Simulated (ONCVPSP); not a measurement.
# An all-electron radial function and its pseudo partner (Tc)

Columns: radius, all-electron u(r) and pseudo u(r) of the 4s shell (level -74.85 eV) of technetium in the configuration [Ar] 3d10 4s2 4p6 4d5 5s1 5p1; LDA (Perdew-Wang 92), scalar-relativistic, ONCV scheme, ONCVPSP 4.0.1.

| r (bohr) | all-electron | pseudo |
| --- | --- | --- |
| 0.105 | 0.3970 | 0.1024 |
| 0.210 | -0.2645 | 0.2173 |
| 0.315 | -0.6213 | 0.3507 |
| 0.420 | -0.3583 | 0.4997 |
| 0.525 | 0.1376 | 0.6547 |
| 0.630 | 0.5960 | 0.8024 |
| 0.735 | 0.9141 | 0.9287 |
| 0.840 | 1.0835 | 1.0194 |
| 0.945 | 1.1329 | 1.0627 |
| 1.050 | 1.0993 | 1.0529 |
| 1.155 | 1.0157 | 0.9942 |
| 1.260 | 0.9069 | 0.9002 |
| 1.365 | 0.7899 | 0.7887 |
| 1.470 | 0.6754 | 0.6752 |
| 1.575 | 0.5693 | 0.5692 |
| 1.680 | 0.4746 | 0.4745 |
| 1.785 | 0.3921 | 0.3921 |
| 1.890 | 0.3217 | 0.3216 |
| 1.995 | 0.2624 | 0.2623 |
| 2.100 | 0.2130 | 0.2129 |
| 2.205 | 0.1722 | 0.1721 |
| 2.310 | 0.1387 | 0.1387 |
| 2.415 | 0.1114 | 0.1114 |
| 2.520 | 0.0893 | 0.0893 |
| 2.625 | 0.0714 | 0.0714 |
| 2.730 | 0.0570 | 0.0570 |

How many radial nodes do the two functions have?

The all-electron 4s function has n − l − 1 = 3 (the table is too coarse to show those close to the nucleus); the pseudo-wave has 0, since the states of the same l below it are removed with the core.

At about which radius was the pseudo-wave matched?

1.65 bohr. The columns agree to 0.0005 from 1.47 bohr on; several derivatives are matched, so the curves merge somewhat inside the radius.

Is the pseudo-wave norm-conserving?

Yes: the ONCV scheme keeps the norm inside the radius equal to the all-electron one, which fixes the energy derivative of the logarithmic derivative at the level.
